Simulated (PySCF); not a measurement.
Ionisation energy of Ba⁵⁴⁺ by level of theory

Ba⁵⁴⁺ 1s2 (1S) → Ba⁵⁵⁺ 1s1 (2S), as a difference of total energies. Calculation: PySCF 2.14, in an uncontracted even-tempered set (15 s from 120 bohr⁻², ratio 2.2; 7 p from 190 bohr⁻², ratio 2.4; 4 d from 560 bohr⁻², ratio 2.4; 3 f from 840 bohr⁻², ratio 2.4; 3 g from 1300 bohr⁻², ratio 2.4); the non-relativistic Hamiltonian (point nucleus). Correlated levels: nothing frozen; virtual orbitals above 40 to 60 times the deepest correlated orbital energy dropped. The calculations carry no spin-orbit coupling.

| method | ionisation energy (eV) |
| --- | --- |
| UHF | 41718.1 |
| MP2 (all electrons) | 41719.3 |
| SCS-MP2 (all electrons) | 41719.5 |
| CCSD (all electrons) | 41719.3 |

The gap to the reference is mostly relativistic.

With two correlated electrons CCSD is exact in that space.

For comparison: 43485.4 eV (theoretical estimate listed by NIST; NIST Atomic Spectra Database, ionization energies).
